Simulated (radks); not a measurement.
Results of a calculation; reference values are marked as such.
The nuclear charge of neutral chromium is varied continuously with 24 electrons held in [Ar] 3d5 4s1. Code: a radial shooting solver on a logarithmic mesh with Libxc functionals. Model: Dirac Kohn-Sham, PBE, spin-unpolarised, spherical densities, finite nucleus; open shells are shared between the two j in proportion to 2j + 1; Fermi nuclear charge, rms radius 3.6452 fm. By the Hellmann-Feynman theorem dE/dZ = E(electron-nucleus)/Z, the electronic potential at the nucleus (averaged over a nucleus of fixed radius).

Z     E (hartree)  E(electron-nucleus)/Z (hartree)   HOMO  e(HOMO) (eV)  <r> HOMO (bohr)
23.8  -1029.75166                         -103.353  3d5/2        -1.240            1.637
23.9  -1040.11652                         -103.944  3d5/2        -2.024            1.575
24    -1050.54043                         -104.534  3d5/2        -2.883            1.521
24.1  -1061.02324                         -105.122  3d5/2        -3.812            1.473
24.2  -1071.56485                         -105.710  3d5/2        -4.808            1.430
24.3  -1082.16513                         -106.296  3d5/2        -5.867            1.391
24.4  -1092.82400                         -106.881  4s1/2        -6.797            3.149
24.5  -1103.54136                         -107.466  4s1/2        -7.573            3.085
24.6  -1114.31714                         -108.050  4s1/2        -8.379            3.024
24.7  -1125.15126                         -108.633  4s1/2        -9.212            2.967
24.8  -1136.04367                         -109.215  4s1/2       -10.074            2.911
24.9  -1146.99429                         -109.797  4s1/2       -10.962            2.859
25    -1158.00310                         -110.379  4s1/2       -11.877            2.808

The central difference of E at Z = 24 is -104.534 hartree, to compare with the third column; the second derivative is -5.89 hartree.
